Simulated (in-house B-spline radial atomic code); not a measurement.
Orbital energies and mean radii along the 51-electron series, configuration 1s2 2s2 2p6 3s2 3p6 3d10 4s2 4p6 4d10 4f5/2(5). The effective charge is n√(-2ε), a non-relativistic measure. Computed with a B-spline radial code for spherical atoms: Dirac-Hartree-Fock, jj configuration that fills j = l - 1/2 first, finite nuclei.

```json
{"ion": "Gd13+", "Z": "64", "energy of 4d3/2 (Eh)": "-15.074", "mean radius of 4d3/2 (bohr)": "0.61175", "energy of 4p1/2 (Eh)": "-20.973", "mean radius of 4p1/2 (bohr)": "0.56026", "energy of 4p3/2 (Eh)": "-19.575", "mean radius of 4p3/2 (bohr)": "0.58583", "effective charge of 4d3/2": "21.963"}
{"ion": "Tb14+", "Z": "65", "energy of 4d3/2 (Eh)": "-16.626", "mean radius of 4d3/2 (bohr)": "0.59297", "energy of 4p1/2 (Eh)": "-22.806", "mean radius of 4p1/2 (bohr)": "0.54533", "energy of 4p3/2 (Eh)": "-21.285", "mean radius of 4p3/2 (bohr)": "0.57095", "effective charge of 4d3/2": "23.066"}
{"ion": "Dy15+", "Z": "66", "energy of 4d3/2 (Eh)": "-18.248", "mean radius of 4d3/2 (bohr)": "0.5753", "energy of 4p1/2 (Eh)": "-24.718", "mean radius of 4p1/2 (bohr)": "0.53107", "energy of 4p3/2 (Eh)": "-23.066", "mean radius of 4p3/2 (bohr)": "0.55673", "effective charge of 4d3/2": "24.165"}
{"ion": "Ho16+", "Z": "67", "energy of 4d3/2 (Eh)": "-19.939", "mean radius of 4d3/2 (bohr)": "0.55867", "energy of 4p1/2 (Eh)": "-26.71", "mean radius of 4p1/2 (bohr)": "0.51745", "energy of 4p3/2 (Eh)": "-24.919", "mean radius of 4p3/2 (bohr)": "0.54314", "effective charge of 4d3/2": "25.26"}
{"ion": "Er17+", "Z": "68", "energy of 4d3/2 (Eh)": "?", "mean radius of 4d3/2 (bohr)": "?", "energy of 4p1/2 (Eh)": "?", "mean radius of 4p1/2 (bohr)": "?", "energy of 4p3/2 (Eh)": "?", "mean radius of 4p3/2 (bohr)": "?", "effective charge of 4d3/2": "?"}
{"ion": "Tm18+", "Z": "69", "energy of 4d3/2 (Eh)": "?", "mean radius of 4d3/2 (bohr)": "?", "energy of 4p1/2 (Eh)": "?", "mean radius of 4p1/2 (bohr)": "?", "energy of 4p3/2 (Eh)": "?", "mean radius of 4p3/2 (bohr)": "?", "effective charge of 4d3/2": "?"}
{"ion": "Yb19+", "Z": "70", "energy of 4d3/2 (Eh)": "-25.425", "mean radius of 4d3/2 (bohr)": "0.5141", "energy of 4p1/2 (Eh)": "-33.161", "mean radius of 4p1/2 (bohr)": "0.48001", "energy of 4p3/2 (Eh)": "-30.895", "mean radius of 4p3/2 (bohr)": "0.50586", "effective charge of 4d3/2": "28.524"}
{"ion": "Lu20+", "Z": "71", "energy of 4d3/2 (Eh)": "-27.39", "mean radius of 4d3/2 (bohr)": "0.5008", "energy of 4p1/2 (Eh)": "-35.471", "mean radius of 4p1/2 (bohr)": "0.46857", "energy of 4p3/2 (Eh)": "-33.025", "mean radius of 4p3/2 (bohr)": "0.49448", "effective charge of 4d3/2": "29.605"}
{"ion": "Hf21+", "Z": "72", "energy of 4d3/2 (Eh)": "-29.422", "mean radius of 4d3/2 (bohr)": "0.48817", "energy of 4p1/2 (Eh)": "-37.861", "mean radius of 4p1/2 (bohr)": "0.45759", "energy of 4p3/2 (Eh)": "-35.223", "mean radius of 4p3/2 (bohr)": "0.48357", "effective charge of 4d3/2": "30.684"}
```

Fill in the row of Er17+.

energy of 4d3/2 (Eh): -21.7; mean radius of 4d3/2 (bohr): 0.54297; energy of 4p1/2 (Eh): -28.781; mean radius of 4p1/2 (bohr): 0.50442; energy of 4p3/2 (Eh): -26.841; mean radius of 4p3/2 (bohr): 0.53016; effective charge of 4d3/2: 26.351.

Fill in the row of Tm18+.

energy of 4d3/2 (Eh): -23.528; mean radius of 4d3/2 (bohr): 0.52814; energy of 4p1/2 (Eh): -30.931; mean radius of 4p1/2 (bohr): 0.49195; energy of 4p3/2 (Eh): -28.833; mean radius of 4p3/2 (bohr): 0.51774; effective charge of 4d3/2: 27.439.

How does the screening of 4d3/2 change?

Z less the effective charge goes from 42.04 at Z = 64 to 41.32 at Z = 72.
